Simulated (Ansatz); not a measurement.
Species: C₃H₄NSSi, net charge -1, singlet state. It need not be the lowest isomer of its formula. Whether it binds its extra electron was not tested at this geometry. 
Coordinates optimised at B3LYP-D3(BJ)/def2-TZVP (Ansatz, a program for electronic structure):
SMILES: [SiH3]c1n[c-]cs1
```xyz
10

Si    -2.1251     0.3258    -0.1555
C     -0.3140     0.1423     0.1403
N      0.2793     0.6398     1.2039
C      1.6622     0.4159     1.2845
C      2.0717    -0.2985     0.1848
S      0.7663    -0.6941    -0.9436
H     -2.9501    -0.2806     0.9275
H     -2.5488    -0.3248    -1.4272
H     -2.5529     1.7507    -0.2442
H      3.0667    -0.6384    -0.0673
```
Charge -1, spin multiplicity 1.

Total electronic energies in hartree. Cores are frozen in the correlated levels unless marked. No spin-orbit coupling. Non-relativistic unless marked X2C. Basis-set limits of correlation are two-point, X^-3; Hartree-Fock from the larger set. [CCSD(T)-MP2]/basis is that difference in the basis named.

The Hartree-Fock reference is unstable (checked in the largest basis), which strains HF and MP2. 

```json
[
 {"level": "HF/aug-cc-pV(T+d)Z", "program": "Ansatz", "energy (Eh)": "-856.85654"},
 {"level": "HF/cc-pV(T+d)Z", "program": "Ansatz", "energy (Eh)": "-856.84855"},
 {"level": "RI-HF/aug-cc-pV(Q+d)Z", "program": "Ansatz", "energy (Eh)": "-856.87232"},
 {"level": "PBE/def2-TZVPD", "program": "Ansatz", "energy (Eh)": "-858.68629"},
 {"level": "PBE-D4/def2-TZVPD", "program": "Ansatz + dftd4", "energy (Eh)": "-858.69919"},
 {"level": "revPBE-D3(BJ)/def2-TZVPD", "program": "Ansatz + dftd3", "energy (Eh)": "-859.06535"},
 {"level": "revPBE-D4/def2-TZVPD", "program": "Ansatz + dftd4", "energy (Eh)": "-859.07713"},
 {"level": "r2SCAN/def2-TZVPD", "program": "Ansatz", "energy (Eh)": "-859.06257"},
 {"level": "r2SCAN-D3(BJ)/def2-TZVPD", "program": "Ansatz + dftd3", "energy (Eh)": "-859.06566"},
 {"level": "B3LYP-D4/def2-TZVPD", "program": "Ansatz + dftd4", "energy (Eh)": "-859.26855"},
 {"level": "PBE0-D3(BJ)/def2-TZVP", "program": "Ansatz + dftd3", "energy (Eh)": "-858.74823"},
 {"level": "PBE0/def2-TZVPD", "program": "Ansatz", "energy (Eh)": "-858.74270"},
 {"level": "CAM-B3LYP/def2-TZVPD", "program": "Ansatz", "energy (Eh)": "-859.12770"},
 {"level": "LC-wPBE-D4/def2-TZVPD", "program": "Ansatz + dftd4", "energy (Eh)": "-858.87557"},
 {"level": "wB97X-V/def2-TZVPD", "program": "Ansatz", "energy (Eh)": "-859.04371"},
 {"level": "MP2/6-31G", "program": "Ansatz", "energy (Eh)": "-857.03776"},
 {"level": "MP2/cc-pwCVTZ", "program": "Ansatz", "energy (Eh)": "-857.85649"},
 {"level": "RI-MP2/CBS(aug-cc-pV(T+d)Z,aug-cc-pV(Q+d)Z)", "program": "Ansatz", "energy (Eh)": "-857.9872"},
 {"level": "CCSD/STO-3G", "program": "Ansatz", "energy (Eh)": "-847.18142"},
 {"level": "CCSD(T)/cc-pwCVTZ", "program": "Ansatz", "energy (Eh)": "-857.94074"},
 {"level": "X2C-CCSD(T)/cc-pVTZ-DK", "program": "Ansatz", "energy (Eh)": "-859.67429"},
 {"level": "RI-MP2/CBS(aug-cc-pV(T+d)Z,aug-cc-pV(Q+d)Z)+[CCSD(T)-MP2]/aug-cc-pV(D+d)Z", "program": "Ansatz", "energy (Eh)": "-858.0693"},
 {"level": "CCSD(T)/CBS(aug-cc-pV(T+d)Z,aug-cc-pV(Q+d)Z)", "program": "Ansatz", "energy (Eh)": "-858.0586"}
]
```

Totals of different functionals don't rank their quality; only differences between species are comparable.
